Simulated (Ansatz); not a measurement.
Mulliken charges of CH$_{7}$AsSi (`C[AsH][SiH3]`) from ωB97M-V/def2-TZVPP in Ansatz (PBE0-D4/def2-TZVP geometry).

| atom | x (Å) | y (Å) | z (Å) | charge (e) |
| --- | --- | --- | --- | --- |
| C1 | -1.364 | 0.637 | -0.601 | -0.458 |
| As2 | 0.223 | -0.339 | -1.272 | -0.009 |
| Si3 | 1.139 | -0.819 | 0.850 | 0.083 |
| H4 | -1.834 | 1.147 | -1.441 | 0.143 |
| H5 | -1.114 | 1.362 | 0.172 | 0.142 |
| H6 | -2.068 | -0.093 | -0.200 | 0.148 |
| H7 | 1.114 | 0.888 | -1.436 | 0.010 |
| H8 | 0.306 | -1.872 | 1.493 | -0.020 |
| H9 | 1.157 | 0.373 | 1.742 | -0.023 |
| H10 | 2.525 | -1.334 | 0.696 | -0.017 |

Task: By hand: the dipole of these point charges (1 e Å = 4.8032 D).

Result: Σ q r = (-0.074, 0.047, 0.050) e Å, of length 0.101 e Å = 0.49 D.

Task: How does the dipole of the full density compare? (Estimate.)

Result: Computed: (-0.125, 0.129, 0.050) e Å, 0.90 D; the point charges give 0.54 times that, at 19° from its direction.

Point charges leave out the atoms' own dipoles, such as those of lone pairs, and Mulliken's split depends on the basis, so the two needn't agree.
